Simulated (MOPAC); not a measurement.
Job for MOPAC: PM6 on AlH2I (SMILES [AlH2][I]), a point of a bond scan (R = 3.355 Å).

```
PM6 1SCF PRECISE CHARGE=0 THREADS=1
AlH2I

Al    -1.02948799 1    -1.59301317 1     0.26750098 1
H     -0.51932809 1    -2.62382129 1     1.33718988 1
H     -2.32698290 1    -1.78051460 1    -0.59760769 1
I      0.77371766 1     1.19723829 1    -0.20104191 1
```

Output:

```
*******************************************************************************
 **                                                                           **
 **                              MOPAC v23.2.5                                **
 **                                                                           **
 *******************************************************************************
 ** MOPAC's Digital Object Identifier: https://doi.org/10.5281/zenodo.6511958 **
 **                                                                           **
 ** Please cite the open-source release paper for use of this MOPAC version:  **
 ** J. E. Moussa and J. J. P. Stewart (2026)                                  **
 ** MOPAC: An open-source semiempirical molecular orbital program             **
 ** J. Open Source Softw., 11(119), 8025, https://doi.org/10.21105/joss.08025 **
 *******************************************************************************

                              PM6 CALCULATION RESULTS

 *******************************************************************************
 *  PM6        - The PM6 Hamiltonian to be used
 *
 *
 *
 *                 CHARGE ON SYSTEM = 0
 *
 *
 *
 *  PRECISE    - TIGHTER CRITERIA TO BE USED
 *  1SCF       - DO 1 SCF AND THEN STOP
 *  THREADS=1  - MULTI-THREADING NOT USED
 *  T=         - A TIME OF 172800.0 SECONDS REQUESTED
 *  DUMP=N     - RESTART FILE WRITTEN EVERY 7200.0 SECONDS REQUESTED
 *******************************************************************************
PM6 1SCF PRECISE CHARGE=0 THREADS=1
 AlH2I

   ATOM   CHEMICAL          X               Y               Z
  NUMBER   SYMBOL      (ANGSTROMS)     (ANGSTROMS)     (ANGSTROMS)

     1      Al         -1.02948799  *  -1.59301317  *   0.26750098  *
     2       H         -0.51932809  *  -2.62382129  *   1.33718988  *
     3       H         -2.32698290  *  -1.78051460  *  -0.59760769  *
     4       I          0.77371766  *   1.19723829  *  -0.20104191  *



          CARTESIAN COORDINATES

    NO.       ATOM           X           Y           Z

     1        Al         -1.0295     -1.5930      0.2675
     2         H         -0.5193     -2.6238      1.3372
     3         H         -2.3270     -1.7805     -0.5976
     4         I          0.7737      1.1972     -0.2010

 General Reference for PM6:
 "Optimization of Parameters for Semiempirical Methods V: Modification of NDDO Approximations
 and Application to 70 Elements", J. J. P. Stewart, J. Mol. Mod., 13, 1173-1213 (2007)
 URL: https://link.springer.com/article/10.1007/s00894-007-0233-4

           Empirical Formula: H2 Al I  =     4 atoms



      MOLECULAR POINT GROUP   :   C2v


      RHF CALCULATION, NO. OF DOUBLY OCCUPIED LEVELS = 6


 -------------------------------------------------------------------------------
 PM6 1SCF PRECISE CHARGE=0 THREADS=1
 AlH2I



     1SCF WAS SPECIFIED, SO BFGS WAS NOT USED
     SCF FIELD WAS ACHIEVED


                              PM6 CALCULATION
                                                       MOPAC v23.2.5 Linux




          FINAL HEAT OF FORMATION =         91.44509 KCAL/MOL =     382.60624 KJ/MOL


          COSMO AREA              =        120.11 SQUARE ANGSTROMS
          COSMO VOLUME            =        108.44 CUBIC ANGSTROMS

          IONIZATION POTENTIAL    =          8.585387 EV
          HOMO LUMO ENERGIES (EV) =         -8.585 -1.709
          NO. OF FILLED LEVELS    =          6
          MOLECULAR WEIGHT        =        155.9018         POINT GROUP:  C2v

          MOLECULAR DIMENSIONS (Angstroms)

            Atom       Atom       Distance
            I     4    H     2     4.31725
            H     3    I     4     2.63104
           Al     1    I     4     0.00000


          SCF CALCULATIONS        =          1





   ATOM   CHEMICAL          X               Y               Z
  NUMBER   SYMBOL      (ANGSTROMS)     (ANGSTROMS)     (ANGSTROMS)

     1      Al         -1.02948799  *  -1.59301317  *   0.26750098  *
     2       H         -0.51932809  *  -2.62382129  *   1.33718988  *
     3       H         -2.32698290  *  -1.78051460  *  -0.59760769  *
     4       I          0.77371766  *   1.19723829  *  -0.20104191  *

                             CARTESIAN COORDINATES

   1   Al       -1.029487990    -1.593013170     0.267500980
   2    H       -0.519328090    -2.623821290     1.337189880
   3    H       -2.326982900    -1.780514600    -0.597607690
   4    I        0.773717660     1.197238290    -0.201041910


           Empirical Formula: H2 Al I  =     4 atoms



      MOLECULAR POINT GROUP   :   C2v


                  EIGENVALUES
 -18.09034 -16.26041 -13.30448  -9.45265  -8.60744  -8.58539  -1.70928  -1.03538
   2.91276   4.04891  99.56673  99.68638 100.30744 100.97191 101.15554 117.23166
 117.27003 117.31546 117.40171 117.40308


              NET ATOMIC CHARGES AND DIPOLE CONTRIBUTIONS

  ATOM NO.   TYPE          CHARGE      No. of ELECS.   s-Pop       p-Pop       d-Pop
    1         Al           0.558006        2.4420     1.13759     1.28803     0.01637
    2          H          -0.016462        1.0165     1.01646
    3          H          -0.016462        1.0165     1.01646
    4          I          -0.525082        7.5251     1.99886     5.52577     0.00045
 DIPOLE           X         Y         Z       TOTAL
 POINT-CHG.    -4.486    -6.941     1.166     8.346
 HYBRID         0.549     0.850    -0.143     1.022
 SUM           -3.936    -6.091     1.023     7.324


          ATOMIC ORBITAL ELECTRON POPULATIONS

     Atom    s        px        py        pz      x^2-y^2     xz        z^2       yz        xy
    1 Al   1.13759   0.48533   0.38070   0.42201   0.00341   0.00502   0.00098   0.00402   0.00295
    2  H   1.01646
    3  H   1.01646
    4  I   1.99886   1.86275   1.67790   1.98512   0.00008   0.00002   0.00009   0.00004   0.00023

 **********************
 *                    *
 * JOB ENDED NORMALLY *
 *                    *
 **********************




 == MOPAC DONE ==
```

The run finished.

Cost: very roughly 0.020 core-seconds.
